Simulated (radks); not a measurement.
Values are calculated unless marked as measured or tabulated.
Ionisation of Gd, [Xe] 4f7 5d1 6s2, to Gd+, [Xe] 4f7 5d1 6s1, under several functionals. Scalar-relativistic Kohn-Sham, spin-polarised, spherical densities, point nucleus; open shells are filled with parallel spins first (spin-orbit coupling, left out, can overturn this in heavy ions); a radial shooting solver on a logarithmic mesh with Libxc functionals.

functional	E(Gd) (hartree)	Exc (hartree)	IE (eV)	-e(HOMO) (eV)	<r> HOMO (bohr)	IE error (eV)
Wu-Cohen GGA	-11270.5139	-247.9679	5.885	2.993	2.732	-0.265
exchange-only PBE	-11267.9089	-245.3104	5.291	2.312	2.806	-0.859
BP86	-11273.0794	-250.5408	6.160	3.075	2.738	+0.010
OLYP	-11275.6330	-253.2780	5.823	2.778	2.703	-0.327
LDA (Slater exchange, Perdew-Zunger correlation)	-11263.9040	-241.3439	6.285	3.077	2.731	+0.135
PBEsol	-11267.6331	-245.0754	5.966	2.987	2.732	-0.184
LDA (Slater exchange, Perdew-Wang correlation)	-11263.9109	-241.3517	6.256	3.098	2.726	+0.106
SOGGA	-11267.1490	-244.5877	5.838	2.916	2.734	-0.312
RPBE	-11271.8960	-249.3574	5.943	2.922	2.743	-0.207
LDA (Slater exchange, VWN5 correlation)	-11263.9375	-241.3787	6.247	3.104	2.724	+0.097

NIST Atomic Spectra Database: 6.150 eV (measured). Closest: BP86. The Delta-SCF values span 0.99 eV, the total energies 11.73 hartree. The highest occupied level is 5d. Open shells are spherical and high-spin; term and fine-structure splittings are not resolved. Spin-orbit splitting is averaged out at the scalar-relativistic level.
